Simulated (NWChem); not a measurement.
System: SnSiH$_{3}$Cl, singlet; SMILES [SiH3][Sn][Cl]

Input file for NWChem:

```
start job
memory heap 200 mb stack 900 mb global 1100 mb
geometry units angstroms noautoz
  Sn     0.740341    -0.106457    -0.089551
  Cl    -1.188913    -1.524386     0.114760
  Si    -0.860749     2.037205    -0.015368
  H     -1.630055     2.036457     1.271016
  H     -1.842506     1.963396    -1.145447
  H     -0.138342     3.347964    -0.118270
end
basis spherical
  * library def2-svp
end
ecp
  Sn library def2-ecp
end
dft
  xc xpbe96 cpbe96
  iterations 150
  vectors input atomic output neutral.movecs
end
task dft energy
charge 1
dft
  odft
  mult 2
  vectors input atomic output cation.movecs
end
task dft energy
```

Excerpt of the output:

```
             Northwest Computational Chemistry Package (NWChem) 7.3.0
             --------------------------------------------------------

 C1  symmetry detected

                             Geometry "geometry" -> ""
                             -------------------------

 Output coordinates in angstroms (scale by  1.889725989 to convert to a.u.)

  No.       Tag          Charge          X              Y              Z
 ---- ---------------- ---------- -------------- -------------- --------------
    1 Sn                  50.0000     0.72507498    -0.17818279    -0.00001642
    2 Cl                  17.0000    -1.24628245    -1.55224121    -0.00000520
    3 Si                  14.0000    -0.82740181     2.00220592    -0.00004462
    4 H                    1.0000    -1.70322525     1.98656249     1.21622207
    5 H                    1.0000    -1.71083115     1.98307604    -1.21064768
    6 H                    1.0000    -0.06926550     3.29671866    -0.00404029

 Effective nuclear repulsion energy (a.u.)     405.4807708858

 Summary of "ao basis" -> "ao basis" (spherical)
 ------------------------------------------------------------------------------
       Tag                 Description            Shells   Functions and Types
 ---------------- ------------------------------  ------  ---------------------
 Sn                         def2-svp                10       26   4s4p2d
 Cl                         def2-svp                 8       18   4s3p1d
 Si                         def2-svp                 8       18   4s3p1d
 H                          def2-svp                 3        5   2s1p

            General Information
            -------------------
          SCF calculation type: DFT
          Wavefunction type:  closed shell.
          No. of atoms     :     6
          No. of electrons :    56
           Alpha electrons :    28
            Beta electrons :    28
          Charge           :     0
          Spin multiplicity:     1
          Use of symmetry is: off; symmetry adaption is: off
          Maximum number of iterations: 150
          AO basis - number of functions:    77
                     number of shells:    35
          Convergence on energy requested:  1.00D-06
          Convergence on density requested:  1.00D-05
          Convergence on gradient requested:  5.00D-04

              XC Information
              --------------
          PerdewBurkeErnzerhof Exchange Functional  1.000
            Perdew 1991 LDA Correlation Functional  1.000 local
           PerdewBurkeErnz. Correlation Functional  1.000 non-local

             Grid Information
             ----------------
          Grid used for XC integration:  medium
          Radial quadrature: Mura-Knowles
          Angular quadrature: Lebedev.
          Tag              B.-S. Rad. Rad. Pts. Rad. Cut. Ang. Pts.
          ---              ---------- --------- --------- ---------
          Sn                  1.45      123          10.0       590
          Cl                  1.00       88          12.0       590
          Si                  1.10       88          10.0       590
          H                   0.35       45          11.0       434
          Grid pruning is: on
          Number of quadrature shells:   434
          Spatial weights used:  Erf1

      Superposition of Atomic Density Guess
      -------------------------------------

 Sum of atomic energies:        -998.65564357

      Non-variational initial energy
      ------------------------------

 Total energy =    -963.178528
 1-e energy   =   -1832.999151
 2-e energy   =     659.351158
 HOMO         =      -0.200259
 LUMO         =      -0.069638

   convergence    iter        energy       DeltaE   RMS-Dens  Diis-err
 ---------------- ----- ----------------- --------- --------- ---------
 d= 0,ls=0.0,diis     1   -965.1859333683 -1.18D+03  2.79D-02  3.65D-01
 d= 0,ls=0.0,diis     2   -964.7144555290  4.71D-01  2.02D-02  2.74D+00
 d= 0,ls=0.0,diis     3   -965.2386940032 -5.24D-01  4.24D-03  4.26D-02
 d= 0,ls=0.0,diis     4   -965.2447611362 -6.07D-03  1.90D-03  9.09D-03
 d= 0,ls=0.0,diis     5   -965.2463156675 -1.55D-03  5.57D-04  6.73D-04
  Resetting Diis
 d= 0,ls=0.0,diis     6   -965.2464195905 -1.04D-04  1.69D-04  9.12D-05
 d= 0,ls=0.0,diis     7   -965.2464392110 -1.96D-05  1.11D-04  5.02D-06
 d= 0,ls=0.0,diis     8   -965.2464348790  4.33D-06  7.04D-05  2.73D-05
 d= 0,ls=0.0,diis     9   -965.2464404090 -5.53D-06  9.15D-06  2.10D-07
 d= 0,ls=0.0,diis    10   -965.2464404478 -3.88D-08  2.86D-06  2.89D-08

         Total DFT energy =     -965.246440447791
      One electron energy =    -1834.776521415624
           Coulomb energy =      727.004182908970
    Exchange-Corr. energy =      -67.943566253020
 Nuclear repulsion energy =      210.469464311883

 Numeric. integr. density =       55.999994961880

                       DFT Final Molecular Orbital Analysis
                       ------------------------------------

 Vector   26  Occ=2.000000D+00  E=-2.752002D-01
              MO Center= -1.1D+00, -1.3D+00,  2.6D-04, r^2= 2.0D+00
   Bfn.  Coefficient  Atom+Function         Bfn.  Coefficient  Atom+Function
  ----- ------------  ---------------      ----- ------------  ---------------
    39      0.604491  2 Cl pz                36      0.444441  2 Cl pz
    33      0.261044  2 Cl pz                13      0.128975  1 Sn pz
    16      0.121675  1 Sn pz                63     -0.077015  4 H  s
    68      0.076477  5 H  s                 57     -0.065486  3 Si pz
    54     -0.060476  3 Si pz                10     -0.043212  1 Sn pz

[...]
```

Level: PBE/def2-SVP with def2 effective core potentials on Sn, vertical spin-unrestricted ions. Low-valent species are run as closed-shell singlets; no triplet was tried in these runs. All runs use the structure optimised with PBE0/def2-SVP. Not confirmed as a minimum by frequencies. def2 effective core potentials on Sn; no spin-orbit coupling.
